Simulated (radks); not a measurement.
Se3+, configuration [Ar] 3d10 4s2 4p1 (the NIST ground configuration). Method: scalar-relativistic Kohn-Sham, LDA (Slater exchange, Perdew-Wang correlation), spin-unpolarised, spherical densities, point nucleus; computed with a radial shooting solver on a logarithmic mesh with Libxc functionals.

Unscreened Slater integrals over Kohn-Sham orbitals (cm^-1).

\begin{tabular}{lr}
integral & value \\ \hline
F0(4p,4p) & 105450 \\
F2(4p,4p) & 56039 \\
F0(4p,4s) & 112190 \\
G1(4p,4s) & 75512 \\
F0(4p,3d) & 135870 \\
F2(4p,3d) & 30139 \\
G1(4p,3d) & 10759 \\
G3(4p,3d) & 9825.5 \\
F0(4p,3p) & 136640 \\
F2(4p,3p) & 28278 \\
G0(4p,3p) & 7269.9 \\
G2(4p,3p) & 8431.5 \\
F0(4s,4s) & 120740 \\
F0(4s,3d) & 152910 \\
G2(4s,3d) & 14450 \\
F0(4s,3p) & 153950 \\
G1(4s,3p) & 10975 \\
F0(3d,3d) & 322030 \\
F2(3d,3d) & 152840 \\
F4(3d,3d) & 95865 \\
F0(3d,3p) & 327420 \\
F2(3d,3p) & 156510 \\
G1(3d,3p) & 190080 \\
G3(3d,3p) & 117300 \\
F0(3p,3p) & 336070 \\
F2(3p,3p) & 168160 \\
\end{tabular}

Derived for the open shells (J is the average intra-shell exchange parameter used in DFT+U). 4p: J = F2/5 = 11210 cm^-1.
